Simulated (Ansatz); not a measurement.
Relaxation of the cluster WSe₂ with RKS PBE-D4/def2-TZVP.

```sh
$ ansatz run in.yaml --threads 4 --pin off --events-out ev --progress --plain --max-ram 3916MiB
```

```yaml
crystal:
  periodic: [false, false, false]
  atoms:
    - {symbol: W, position_ang: [1.052340, -0.915530, -0.445120]}
    - {symbol: Se, position_ang: [-0.979630, -0.476230, 0.670930]}
    - {symbol: Se, position_ang: [-0.072710, 1.391760, -0.225810]}
basis:
  gaussian: {orbitals: def2-TZVP}
hamiltonian: {xc: pbe, dispersion: d4}
scf: {lower_state_search: "off"}
output: {orbitals: {seedname: orbitals}}
relax: {f_tol: 0.02, max_steps: 100}
```

Run time 6.5 s (4 threads of AMD EPYC 9R45 on a shared host).

Positions (Å) and forces (eV/Å) at steps 1, 2, 3, 4, 5, 6, 7, 8, 9, 10, 11 of 11:

```xyz
3
step=1 energy=-132504.2226 eV
W     1.052   -0.916   -0.445   -1.414    1.392    0.567
Se   -0.980   -0.476    0.671   -0.052   -1.978    0.413
Se   -0.073    1.392   -0.226    1.466    0.585   -0.979
3
step=2 energy=-132504.3520 eV
W     0.962   -0.769   -0.420    1.234   -2.253   -0.294
Se   -1.005   -0.574    0.705   -0.378   -0.182    0.258
Se    0.042    1.343   -0.285   -0.856    2.435    0.036
3
step=3 energy=-132504.5281 eV
W     0.983   -0.824   -0.422   -0.375   -0.391    0.297
Se   -1.001   -0.575    0.703    0.402   -0.409   -0.159
Se    0.018    1.399   -0.281   -0.028    0.800   -0.138
3
step=4 energy=-132504.5960 eV
W     0.969   -0.851   -0.408   -0.785    0.357    0.395
Se   -0.988   -0.605    0.701    0.442   -0.557   -0.154
Se    0.019    1.456   -0.292    0.343    0.200   -0.241
3
step=5 energy=-132504.6313 eV
W     0.893   -0.886   -0.357    0.261    2.385   -0.615
Se   -0.960   -0.748    0.712   -1.455   -0.817    1.018
Se    0.067    1.634   -0.355    1.195   -1.568   -0.403
3
step=6 energy=-132504.8791 eV
W     0.890   -0.841   -0.364   -0.663    2.592   -0.109
Se   -0.981   -0.754    0.725   -0.852   -1.441    0.782
Se    0.091    1.594   -0.362    1.515   -1.150   -0.673
3
step=7 energy=-132506.3501 eV
W     0.822   -0.657   -0.359   -1.062    1.879    0.265
Se   -1.049   -0.876    0.789   -0.677   -2.224    0.830
Se    0.227    1.533   -0.430    1.740    0.346   -1.095
3
step=8 energy=-132507.0892 eV
W     0.728   -0.560   -0.322   -0.274    0.108    0.141
Se   -1.093   -1.057    0.850   -0.208   -0.763    0.270
Se    0.365    1.617   -0.528    0.482    0.655   -0.411
3
step=9 energy=-132507.2183 eV
W     0.674   -0.517   -0.298   -0.096    0.061    0.045
Se   -1.109   -1.168    0.881   -0.010   -0.147    0.035
Se    0.435    1.686   -0.583    0.107    0.086   -0.080
3
step=10 energy=-132507.2199 eV
W     0.638   -0.490   -0.282    0.192   -0.144   -0.086
Se   -1.115   -1.226    0.896   -0.090    0.085    0.037
Se    0.477    1.716   -0.613   -0.102    0.058    0.049
3
step=11 energy=-132507.2249 eV
W     0.656   -0.503   -0.290    0.006   -0.002   -0.003
Se   -1.113   -1.201    0.889   -0.006   -0.002    0.004
Se    0.457    1.704   -0.599    0.000    0.004   -0.001
```

In the def2 sets W takes a core potential; there is no spin–orbit coupling. The restricted singlet is unstable: a solution with broken spin symmetry lies lower. The relaxation made no stability test and no search for a lower SCF solution. At PBE-D4/def2-TZVP a triplet of charge 0 lies 0.41 eV below the restricted singlet, each at its own geometry. The structure comes from a short search, and lower isomers may exist.
